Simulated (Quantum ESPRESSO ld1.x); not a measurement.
The numbers below are computed, except where a source is named.
Bi, 83 electrons, occupied as [Xe] 4f14 5d10 6s1 6p3 7s1 (not the ground configuration). Level of theory: scalar-relativistic Kohn-Sham, PBEsol, spin-unpolarised, spherical densities, point nucleus (ld1.x of Quantum ESPRESSO 7.5).

Radial electron density D(r) = 4 pi r^2 rho(r):

r (bohr)  D(r) (e/bohr)
0.001929          32.09
0.002264          39.11
0.002678          47.64
0.003167          57.30
0.003717          67.37
0.004397          78.50
0.005201          89.63
0.006104          99.49
0.00722           108.1
0.008541          114.0
0.01002           116.4
0.01186           115.3
0.01403           111.3
0.01646           106.4
0.01947           103.1
0.02303           104.9
0.02703           113.1
0.03197           128.0
0.03782           144.7
0.04439           156.0
0.05251           156.8
0.06211           145.8
0.07289           131.4
0.08622           123.7
0.102             130.3
0.1197            143.5
0.1416            147.8
0.1675            131.1
0.1965            104.1
0.2325            85.62
0.275             88.45
0.3228            98.81
0.3818            96.78
0.4517            76.37
0.53              52.17
0.627             35.30
0.7417            28.72
0.8704            25.75
1.03              21.13
1.218             15.00
1.429             9.760
1.691             6.004
2                 3.831
2.347             2.604
2.776             1.724
3.284             1.083
3.854            0.6707
4.559            0.4206
5.393            0.2916
6.329            0.2126
7.487            0.1370
8.857           0.07094
10.39           0.02992
12.29          0.009206
14.54          0.002035
17.07         0.0003393

D(r) has 4 maxima, at r = 0.0103, 0.0489, 0.136, 0.347 bohr, and minima at 0.0203, 0.0869, 0.246 bohr, inside which lie 1.87, 10.98, 30.07 electrons.
